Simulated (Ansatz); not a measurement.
Reaction (cleavage of the B–Si bond): `NB(O)[SiH2]F` + `C=N` → `C=NB(N)O` + `F[SiH3]`

Computed with Ansatz on PBE0-D4/def2-TZVP structures; ΔE is electronic, products minus reactants. CCSD(T)/CBS adds triple-zeta CCSD(T) − MP2 to the extrapolated MP2 energy (def2 sets, frozen cores). This one scheme is used for every species. Functionals use def2-TZVPP. One conformer a species, not always the lowest.

`NB(O)[SiH2]F`:

```xyz
10

N     0.723    0.349   -1.559
B    -0.087   -0.220   -0.572
O    -0.979   -1.190   -0.955
Si   -0.014    0.310    1.385
F    -1.128   -0.613    2.112
H     0.664    0.065   -2.524
H     1.405    1.064   -1.383
H    -1.501   -1.533   -0.227
H     1.286    0.038    2.059
H    -0.370    1.729    1.664
```

`C=N`:

```xyz
5

C     0.064    0.385   -0.002
N    -0.597   -0.639    0.320
H     0.985    0.376   -0.596
H    -0.291    1.364    0.326
H    -0.161   -1.486   -0.047
```

`C=NB(N)O`:

```xyz
10

C     0.679   -1.100   -1.443
N    -0.105   -1.006   -0.472
B    -0.123    0.018    0.551
N    -1.016    1.104    0.427
O     0.709   -0.163    1.629
H     1.484   -0.379   -1.658
H     0.596   -1.936   -2.146
H    -1.652    1.173   -0.346
H    -1.161    1.801    1.135
H     0.591    0.487    2.323
```

`F[SiH3]`:

Cartesian coordinates in Å:
```
F -1.304 -0.480 -0.708
Si 0.034 0.012 0.018
H 0.991 -1.119 0.050
H -0.314 0.440 1.394
H 0.593 1.146 -0.754
```

(1) Is it downhill or uphill in electronic energy at CCSD(T)/CBS, and by how much? (Estimate.)

(2) What do these levels give: PBE-D4, r2SCAN-D4, PBE0-D4, B2PLYP, SCS-MP2/def2-TZVPP, SCS-MP2/def2-QZVPP? (Best estimate.)

Largest T1 diagnostic among the species: 0.013.

Answers

(1) Ansatz gave: Downhill: ΔE = -0.68 eV.

(2) Ansatz gave: PBE-D4 -0.54, r2SCAN-D4 -0.66, PBE0-D4 -0.61, B2PLYP -0.72, SCS-MP2/def2-TZVPP -0.76, SCS-MP2/def2-QZVPP -0.76 eV.

From PBE to PBE0 (25 % exact exchange), in def2-TZVPP and without D4, ΔE moves by −0.07 eV. In def2-TZVPP, CCSD(T) changes the Hartree–Fock value by +0.20 eV (the triples alone add +0.02 eV) and MP2 by +0.12 eV.
